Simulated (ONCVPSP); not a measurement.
## u(r) = r·R(r): atom against pseudo-atom (O)

Columns: radius, all-electron u(r) and pseudo u(r) of the 2s shell (level -27.56 eV) of oxygen in the configuration [He] 2s2 2p3.75; PBE, scalar-relativistic, ONCV scheme, ONCVPSP 4.0.1.

| r (bohr) | all-electron | pseudo |
| --- | --- | --- |
| 0.090 | -0.4215 | 0.1055 |
| 0.180 | -0.3037 | 0.2118 |
| 0.270 | -0.0200 | 0.3292 |
| 0.360 | 0.2766 | 0.4580 |
| 0.450 | 0.5283 | 0.5854 |
| 0.540 | 0.7189 | 0.7074 |
| 0.630 | 0.8496 | 0.8245 |
| 0.720 | 0.9279 | 0.9171 |
| 0.810 | 0.9641 | 0.9630 |
| 0.900 | 0.9682 | 0.9681 |
| 0.990 | 0.9488 | 0.9487 |
| 1.080 | 0.9130 | 0.9130 |
| 1.170 | 0.8666 | 0.8666 |
| 1.260 | 0.8137 | 0.8136 |
| 1.350 | 0.7574 | 0.7574 |
| 1.440 | 0.7002 | 0.7002 |
| 1.530 | 0.6437 | 0.6436 |
| 1.620 | 0.5889 | 0.5888 |
| 1.710 | 0.5366 | 0.5366 |
| 1.800 | 0.4874 | 0.4874 |
| 1.890 | 0.4414 | 0.4414 |
| 1.980 | 0.3989 | 0.3988 |
| 2.070 | 0.3596 | 0.3596 |
| 2.160 | 0.3237 | 0.3237 |
| 2.250 | 0.2909 | 0.2909 |
| 2.340 | 0.2611 | 0.2610 |

(1) How many radial nodes do the two functions have?

(2) At about which radius was the pseudo-wave matched?

(3) Is the pseudo-wave norm-conserving?

## Answers

(1) The all-electron 2s function has n − l − 1 = 1; the pseudo-wave has 0, since the states of the same l below it are removed with the core.

(2) 0.90 bohr, where the columns begin to agree (steps of 0.09 bohr).

(3) Yes: the ONCV scheme keeps the norm inside the radius equal to the all-electron one, which fixes the energy derivative of the logarithmic derivative at the level.
